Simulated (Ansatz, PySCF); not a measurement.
C₆H₄S, SMILES c1scc(c1)C#C. Atoms are numbered in the order given.

```xyz
11

C      0.1619     3.3023     0.0000
C      0.0774     2.0912     0.0000
C     -0.0351     0.6697     0.0000
C     -1.2874    -0.0428     0.0000
C     -1.1217    -1.4007     0.0000
S      0.5531    -1.8441     0.0000
C      1.0462    -0.1940     0.0000
H      0.2393     4.3728     0.0000
H     -2.2564     0.4561     0.0000
H     -1.8909    -2.1711     0.0000
H      2.1007     0.0747     0.0000
```
Charge 0, spin multiplicity 1.

The structure is a stationary point at B3LYP-D3(BJ)/def2-SVP.

Two levels are set side by side: PBE-D3(BJ)/def2-SVP (Ansatz, a first-principles code) and B3LYP-D3(BJ)/def2-SVP (Ansatz). Each level has its own optimised geometry; the coordinates shown are those of the second. Frequencies come from the Hessian of PySCF at each geometry. Differences are taken from unrounded values.

| quantity | B3LYP-D3(BJ) |
|---|---|
| mean bond length (Å) | 1.330 |
| bond C1–C2 (Å) | 1.214 |
| bond C2–C3 (Å) | 1.426 |
| bond C3–C4 (Å) | 1.441 |
| bond C3–C7 (Å) | 1.384 |
| bond C4–C5 (Å) | 1.368 |
| bond C5–S6 (Å) | 1.732 |
| bond S6–C7 (Å) | 1.722 |
| bond C1–H8 (Å) | 1.073 |
| bond C4–H9 (Å) | 1.090 |
| bond C5–H10 (Å) | 1.089 |
| bond C7–H11 (Å) | 1.088 |
| highest harmonic wavenumber (cm⁻¹) | 3472 |
| mean harmonic wavenumber (cm⁻¹) | 1235 |
| zero-point energy (kcal/mol) | 47.65 |

Task: What does PBE-D3(BJ) give, and how far is it from B3LYP-D3(BJ)? (Estimate from the structure and the level; the computed values follow.)

Result: 
```tsv
quantity	PBE-D3(BJ)	PBE-D3(BJ) minus B3LYP-D3(BJ)
mean bond length (Å)	1.336	0.006
bond C1–C2 (Å)	1.226	0.012
bond C2–C3 (Å)	1.425	-0.001
bond C3–C4 (Å)	1.443	0.002
bond C3–C7 (Å)	1.395	0.011
bond C4–C5 (Å)	1.377	0.009
bond C5–S6 (Å)	1.734	0.002
bond S6–C7 (Å)	1.723	0.001
bond C1–H8 (Å)	1.081	0.007
bond C4–H9 (Å)	1.098	0.008
bond C5–H10 (Å)	1.097	0.008
bond C7–H11 (Å)	1.096	0.008
highest harmonic wavenumber (cm⁻¹)	3409	-63
mean harmonic wavenumber (cm⁻¹)	1200	-34
zero-point energy (kcal/mol)	46.32	-1.33
```

GGA bonds tend to be longer and softer than those of functionals with exact exchange. Differences between two approximate levels are no errors against the true value.
